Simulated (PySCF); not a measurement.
C₆ coefficients of unlike pairs at PW91

Calculated with PySCF 2.14 from the dipole response of each species, C₆(A,B) = (3/π) ∫ α_A(iu) α_B(iu) du, in atomic units, from isotropic polarisabilities. For ions this is the dispersion term alone; charge-induced terms of lower order in 1/R come first.

| species | configuration | basis | relativity | α (bohr³) | C₆ (like pair) |
| --- | --- | --- | --- | --- | --- |
| Au²⁺ | [Xe] 4f14 5d9 (2D) | aug-cc-pVTZ-PP with ECP60MDF (6s6p5d3f2g) | core potential | 8.972 | 58.70 |
| Ni | [Ar] 3d8 4s2 (3F) | x2c-QZVPPall with one added diffuse shell each of s, p, d, f, g type (12s8p7d5f3g) | spin-free X2C | 46.46 | 370.9 |
| N²⁺ | [He] 2s2 2p1 (2P) | aug-cc-pVTZ (5s4p3d2f) | none | 2.597 | 3.691 |

Estimate C₆ for N²⁺ with Au²⁺.

The integral gives 14.57. The combination rule 2 C_A C_B / (C_A α_B/α_A + C_B α_A/α_B) gives 14.57 and the geometric mean 14.72.

No spin-orbit coupling is included.

The other pairs:

```json
{"pair": "Ni, Au²⁺", "C₆": "121.4"}
{"pair": "N²⁺, Ni", "C₆": "32.63"}
```
